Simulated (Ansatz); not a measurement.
Ansatz (a first-principles code) input:

Ansatz 0.2 input:
```yaml
crystal:
  periodic: [false, false, false]
  atoms:
    - {symbol: Si, position_ang: [0.09796182, 0.74121751, -0.08571513]}
    - {symbol: C, position_ang: [-1.53846800, -0.34323084, 0.09831609]}
    - {symbol: C, position_ang: [1.38185314, -0.75478688, -0.12302819]}
    - {symbol: H, position_ang: [0.25547793, 1.04616930, 1.42547310]}
    - {symbol: H, position_ang: [-1.78710606, -0.81881753, -0.85855562]}
    - {symbol: H, position_ang: [-1.45509814, -1.13920768, 0.85128952]}
    - {symbol: H, position_ang: [-2.39421064, 0.28637496, 0.36983599]}
    - {symbol: H, position_ang: [1.19518875, -1.51270823, 0.65041235]}
    - {symbol: H, position_ang: [1.34594559, -1.26035332, -1.09602371]}
    - {symbol: H, position_ang: [2.40802623, -0.39039635, 0.00585285]}
basis:
  gaussian:
    orbitals: def2-TZVPD
hamiltonian:
  xc: {name: BLYP}
total_charge: -1
output: {forces: true}
```

Problem. Predict the final energy.

Solution. -369.89029 Eh (BLYP/def2-TZVPD). The basis has 180 functions.

It need not be the lowest isomer of its formula. Whether it binds its extra electron was not tested at this geometry.
